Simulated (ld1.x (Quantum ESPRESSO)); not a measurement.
**Pd (Z = 46), TM semilocal: configuration errors across variants**

* Element: palladium
* Generator: ld1.x (Quantum ESPRESSO) 7.5
* Type: norm-conserving Troullier–Martins (semilocal form)
* Functional: PBEsol
* Relativity: scalar-relativistic
* Frozen core: [Kr]
* Valence charge: 10
* Reference configuration: 4d9 5s1 5p0
* Partial waves: 5s (bound): rc 1.85 bohr; 5p (bound, empty): rc 3.60 bohr; 4d (bound): rc 1.10 bohr
* Local potential: the d channel
* Core correction: a·sin(br)/r model core inside 0.75 bohr

All-electron excitation energies from the reference (eV): (1) 4d10 5s0 5p0 -1.511; (2) 4d9 5s0 5p0 7.609; (3) 4d8 5s0 5p0 28.427; (4) 4d9 5s0 5p1 3.801; (5) 4d7 5s0 5p0 62.775; (6) 4d6 5s0 5p0 112.099; (7) 4d9.5 5s0 5p0 1.725.

A semilocal file is local in each channel, so a ghost entry of none says nothing of the separable form that plane-wave codes build from it.

Errors AE − PS in meV (a dash: test not solved or not reliable):

| change | (1) | (2) | (3) | (4) | (5) | (6) | (7) | bound ghosts |
| --- | --- | --- | --- | --- | --- | --- | --- | --- |
| base | -36 | -9.4 | -46 | 0.0 | -297 | -946 | -22 | none |
| wave 4d (bound): rc 1.10 bohr becomes 4d (bound): rc 0.70 bohr | -39 | -9.2 | -30 | +0.1 | -239 | -809 | -24 | not determined |
| wave 4d (bound): rc 1.10 bohr becomes 4d (bound): rc 0.80 bohr | -38 | -9.4 | -37 | 0.0 | -268 | -884 | -24 | none |
| wave 4d (bound): rc 1.10 bohr becomes 4d (bound): rc 1.02 bohr | -36 | -9.4 | -45 | 0.0 | -293 | -939 | -22 | none |
| wave 4d (bound): rc 1.10 bohr becomes 4d (bound): rc 1.22 bohr | -35 | -9.4 | -47 | +0.1 | -300 | -952 | -22 | none |
| wave 4d (bound): rc 1.10 bohr becomes 4d (bound): rc 1.32 bohr | -35 | -9.4 | -47 | +0.1 | -301 | -955 | -22 | none |
| wave 4d (bound): rc 1.10 bohr becomes 4d (bound): rc 1.46 bohr | -36 | -9.3 | -47 | +0.1 | -303 | -959 | -22 | none |
| wave 4d (bound): rc 1.10 bohr becomes 4d (bound): rc 1.56 bohr | -36 | -9.3 | -48 | +0.1 | -306 | -965 | -22 | none |
| wave 4d (bound): rc 1.10 bohr becomes 4d (bound): rc 1.68 bohr | -36 | -9.1 | -50 | +0.1 | -312 | -975 | -22 | none |

Question: Give the same row for: wave 4d (bound): rc 1.10 bohr becomes 4d (bound): rc 0.94 bohr.

Answer: -36, -9.4, -43, +0.1, -288, -929, -23; bound ghosts: none.
